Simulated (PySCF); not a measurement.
Partial charges of `CO[SiH2]CC(Cl)=C=O`

Species: C4H7ClO2Si.
Cartesian coordinates in Å at the GFN2-xTB level; atoms count from 1:
```
atom  x, y, z in Å
C1    -2.904   -0.552    0.171
O2    -1.558   -0.519   -0.193
Si3   -0.412    0.519    0.288
C4     1.061   -0.085   -0.761
C5     2.357    0.364   -0.176
Cl6    2.531    2.071    0.167
C7     3.342   -0.409    0.163
O8     4.221   -1.122    0.447
H9    -3.014   -0.591    1.257
H10   -3.351   -1.444   -0.269
H11   -3.425    0.333   -0.200
H12   -0.142    0.403    1.723
H13   -0.755    1.907   -0.031
H14    0.974    0.304   -1.777
H15    1.070   -1.172   -0.831
```

Density: PBE0/pcSseg-1 (PySCF); schemes: Mulliken, IAO, Hirshfeld and ESP-fitted. One conformer (not necessarily the lowest) at the GFN2-xTB geometry, without solvent, vibrations or thermal averaging.

**Question.** At which atom do the 4 schemes differ most?

**Answer.** At Si3: from +0.383 (Hirshfeld) to +1.018 e (IAO), 0.635 e apart.

**Question.** Which atoms carry the highest charge in the Mulliken, IAO, Hirshfeld and ESP-fitted schemes?

**Answer.** All schemes agree: Mulliken Si3 (+0.855); IAO Si3 (+1.018); Hirshfeld Si3 (+0.383); ESP-fitted Si3 (+0.687).

**Question.** Give the atomic charges in each scheme.

**Answer.** In e:

```tsv
atom	environment	Mulliken	IAO	Hirshfeld	ESP-fitted
C1	methoxy carbon	-0.003	-0.198	-0.031	-0.107
O2	silyl ether oxygen	-0.640	-0.641	-0.227	-0.416
Si3	oxygen-bound silicon	+0.855	+1.018	+0.383	+0.687
C4	sp3 carbon bound to silicon	-0.375	-0.539	-0.159	-0.406
C5	outer carbon of cumulated double bonds	-0.444	-0.207	-0.050	-0.364
Cl6	vinyl chlorine	-0.045	-0.018	-0.011	-0.025
C7	central carbon of a ketene	+0.490	+0.416	+0.178	+0.555
O8	oxygen bonded to C	-0.260	-0.275	-0.144	-0.310
H9	methyl hydrogen	+0.098	+0.129	+0.043	+0.091
H10	methyl hydrogen	+0.120	+0.156	+0.051	+0.106
H11	methyl hydrogen	+0.100	+0.132	+0.043	+0.086
H12	Si–H hydrogen	-0.106	-0.155	-0.087	-0.135
H13	Si–H hydrogen	-0.108	-0.155	-0.089	-0.125
H14	methylene hydrogen	+0.171	+0.164	+0.045	+0.170
H15	methylene hydrogen	+0.149	+0.174	+0.056	+0.193
```

Mean size of the charges over all atoms: IAO 0.292 e, Mulliken 0.264 e, ESP-fitted 0.252 e, Hirshfeld 0.106 e. Each set sums to the total charge, 0, to within 0.001 e. The ESP scheme fits charges at the nuclei, held to the total charge, to the electrostatic potential on points at 1.4 to 2.0 times the van der Waals radii. The Mulliken scheme counts on each atom the diagonal of the density matrix times the overlap matrix over that atom's basis functions.

**Question.** Sum the charges by element, for elements with more than one atom.

**Answer.** 
```
element  atoms  Mulliken     IAO  Hirshfeld  ESP-fitted
      C      4    -0.333  -0.528     -0.062      -0.322
      O      2    -0.901  -0.916     -0.371      -0.726
      H      7    +0.423  +0.444     +0.061      +0.387
```

**Question.** How many electrons does the Mulliken scheme count on Si3?

**Answer.** Z − q = 14 − (+0.855) = 13.145.
